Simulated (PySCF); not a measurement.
Scandium: a sound run and one with changed settings

Sound run: Sc [Ar] 3d1 4s2, Sc⁺ [Ar] 3d1 4s1. Computed with PySCF 2.14 in 6-31G*, with no relativity, point nucleus. In the sound run the correlated levels freeze [Ar]. The sound run starts from symmetry-adapted Hartree-Fock orbitals and uses a fine grid where one is needed.

Changed run: initial guess atom, at most 50 SCF cycles.

| species | method | sound run (hartree) | changed run (hartree) | converged |
| --- | --- | --- | --- | --- |
| Sc | UHF | -759.67571 | -759.67571 | yes |
| Sc | PBE0 | -760.36496 | -760.36496 | yes |
| Sc | LDA | -758.59903 | -758.59903 | yes |
| Sc | MP2 | -759.69640 | -759.69640 | yes |
| Sc⁺ | UHF | -759.47888 | -759.47888 | yes |
| Sc⁺ | PBE0 | -760.13286 | -760.13286 | yes |
| Sc⁺ | LDA | -758.35670 | -758.36054 | yes |
| Sc⁺ | MP2 | -759.48027 | -759.48027 | yes |

Ionisation energy of Sc:

```tsv
method	sound run (eV)	changed run (eV)
UHF	5.356	5.356
PBE0	6.316	6.316
MP2	5.881	5.881
SCS-MP2	5.987	5.987
```

The plain start fixes occupations by D2h representation alone, and Sc⁺ at LDA landed in another state (other ⟨L²⟩ or ⟨S²⟩). 

For comparison, NIST gives 6.561 eV between the lowest levels.
